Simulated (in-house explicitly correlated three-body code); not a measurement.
Computed with an exponentially correlated three-body code. Model: two electrons around a point charge, non-relativistic, variational in 260 exponentially correlated functions (energies converged to about 1e-7 hartree, or 1e-8 relative for large Z).

Command:
```bash
python run_hyl.py task.json out
```
Settings (lengths in bohr, energies in hartree):
```
Z                      18
screening              16.2
interaction_strength   1
functions              260
states_tried           1
```

Cost of the run: 9.8 s on 1 thread of Arm Neoverse V2 (shared host).

**Ground state only, binding against the one-electron ion.**

Given: nuclear charge 18; Yukawa screening of all interactions 16.2 1/bohr.

Computed: one-electron threshold -7.8777988 hartree.

```csv
term,energy (hartree),binding (eV)
1 1S,-14.806018,188.53
```

**Converged states only, values per electron or pair (inverse distances are <exp(-kr)/r>).**

| term | mean r (bohr) | mean r squared (bohr²) | mean inverse r (1/bohr) | mean r12 (bohr) | mean inverse r12 (1/bohr) | mean cosine | mean p1 dot p2 (bohr⁻²) | delta r1 (bohr⁻³) | delta r12 (bohr⁻³) |
| --- | --- | --- | --- | --- | --- | --- | --- | --- | --- |
| 1 1S | 0.18273 | 0.052813 | 3.4864 | 0.27666 | 0.89911 | -0.0034737 | 0.36068 | 613.32 | 38.859 |
